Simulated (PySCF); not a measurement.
Ni(CO)2 (C2NiO2), SMILES [O+]#[C-]->[Ni]<-[C-]#[O+], multiplicity 1.

Coordinates come from a B3LYP-D3(BJ)/def2-SVP optimisation. The spin state was assumed, not searched.

Two levels are set side by side: TDA-PBE/def2-SVPD (PySCF) and TDA-M06-2X/def2-SVPD (PySCF). Vertical, same geometry. The lowest singlet is HOMO→LUMO 68 %, HOMO−1→LUMO+1 30 % with PBE and HOMO−1→LUMO 94 % with the other functional; states are paired by order. Differences are taken from unrounded values.

```
quantity                               TDA-M06-2X
-------------------------------------  ----------
lowest singlet excitation (eV)               2.95
lowest triplet excitation (TDA) (eV)         2.55
first bright state (f over 0.05) (eV)        3.63
its oscillator strength                      0.05
```

Task: What does TDA-PBE give, and how far is it from TDA-M06-2X? (An estimate is asked for; the answer gives what the named calculation found.)

Result: 
```json
[
 {"quantity": "lowest singlet excitation (eV)", "TDA-PBE": "2.34", "TDA-PBE minus TDA-M06-2X": "-0.61"},
 {"quantity": "lowest triplet excitation (TDA) (eV)", "TDA-PBE": "2.00", "TDA-PBE minus TDA-M06-2X": "-0.54"},
 {"quantity": "first bright state (f over 0.05) (eV)", "TDA-PBE": "3.53", "TDA-PBE minus TDA-M06-2X": "-0.10"},
 {"quantity": "its oscillator strength", "TDA-PBE": "0.06", "TDA-PBE minus TDA-M06-2X": "0.00"}
]
```

Functionals without exact exchange tend to place singlet excitations lower, as here. Differences between two approximate levels are no errors against the true value.

Rough cost on one machine, each run with all the roots and properties that it gave: TDA-M06-2X against TDA-PBE about 8 times.
